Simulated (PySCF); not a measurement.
H$_{3}$B, triplet, at a GFN2-xTB geometry (a higher spin typed on purpose: for a closed-shell molecule this is an excited state), with bond 4-1 at 1.6 times its length. Base run: PBE/def2-SVP run with PySCF.

Geometry (Å):
```xyz
4

B      0.0134     0.1493     0.0471
H     -1.0499    -0.3819    -0.1892
H      0.2289    -0.7991     0.7701
H      1.1983     0.6054    -1.3341
```
Charge 0, spin multiplicity 3.
Orbitals are unrestricted.
All else is at PySCF's defaults.
Base energy -26.30897 Eh.

Each row names what was changed in the base input (with any setting that the change needs).

```tsv
change	ΔE vs base (mEh)	SCF cycles	<S^2>	outcome
base	0.000	10	2.003	converged
level_shift = 1.0 (with mf.max_cycle = 100)	-	64	-	not converged
conv_tol = 1e-12	0.000	12	2.003	converged
DIIS = ADIIS	0.000	11	2.003	converged
damp = 0.5; diis_start_cycle = 5	0.000	15	2.003	converged
conv_tol = 1e-11	0.000	12	2.003	converged
init_guess = atom	0.000	10	2.003	converged
diis_space = 12	0.000	10	2.003	converged
conv_tol = 1e-7	0.000	8	2.003	converged
init_guess = sap	0.000	13	2.003	converged
init_guess = mod_huckel	0.000	12	2.003	converged
DIIS = EDIIS	-	50	-	not converged
init_guess = 1e	0.000	11	2.003	converged
```

Open shells are given as the SCF converged; they aren't shown to be the lowest states, and a large step between rows can be another state.
